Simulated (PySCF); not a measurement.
Molecule: SMILES CC(C)O[SiH2][SiH2]N, C$_{3}$H$_{13}$NOSi$_{2}$.

Geometry (Å), atoms numbered from 1 in this order:
```xyz
20

C    -2.230    0.875    0.785
C    -1.707    0.199   -0.476
C    -2.519   -1.050   -0.810
O    -0.365   -0.182   -0.338
Si    0.945    0.698    0.025
Si    2.601   -0.809   -0.420
N     4.036    0.007    0.090
H    -1.680    1.793    0.972
H    -2.100    0.211    1.637
H    -3.285    1.109    0.672
H    -1.771    0.911   -1.313
H    -3.550   -0.783   -1.027
H    -2.090   -1.549   -1.675
H    -2.498   -1.737    0.032
H     0.866    1.223    1.402
H     0.952    1.937   -0.785
H     2.662   -1.269   -1.828
H     2.635   -2.045    0.372
H     4.911   -0.490    0.052
H     4.185    0.962   -0.188
```

Frames of a GFN2-xTB Langevin trajectory at 600 K; GIAO PBE0/pcSseg-1 shieldings in PySCF, gas phase, non-relativistic; equivalent atoms averaged within each frame.

References, each an isolated molecule treated in the same way: TMS for ¹³C (σref 186.93), ²⁹Si (σref 349.16), ¹H (σref 31.72); ¹⁷O (σref 336.08) vs H2O; NH3 for ¹⁵N (σref 267.73). The references are static minima.

How do the shifts (ppm) fluctuate along the trajectory?

Results:


```csv
time (fs),C2,C1/C3,O4,Si5,Si6,N7,H15/H16,H11,H17/H18,H8/H9/H10/H12/H13/H14
optimised geometry,70.9,26.3,36.8,-37.8,-55.6,-3.0,5.33,3.92,5.09,1.21
250,80.5,23.1,93.0,-28.9,-54.8,23.0,6.02,5.39,5.10,1.20
425,76.6,28.8,43.4,-63.9,-61.3,4.3,6.71,3.31,6.05,1.32
625,69.3,32.0,45.1,-49.3,-52.1,-11.7,6.10,4.42,5.82,2.01
800,76.1,27.5,79.4,-29.1,-50.0,-8.8,6.55,4.66,5.72,1.61
1000,81.8,33.0,35.1,-32.4,-46.3,7.7,5.64,3.49,4.96,1.60
mean of frames,76.9,28.9,59.2,-40.7,-52.9,2.9,6.20,4.25,5.53,1.55
standard deviation,4.9,3.9,25.4,15.4,5.6,14.0,0.43,0.86,0.48,0.31
```

5 frames give an uncertainty of the mean of about the standard deviation over 2.2 at best, since frames this close in time may not be independent; classical motion lacks zero-point vibration, and the reference would need the same averaging.
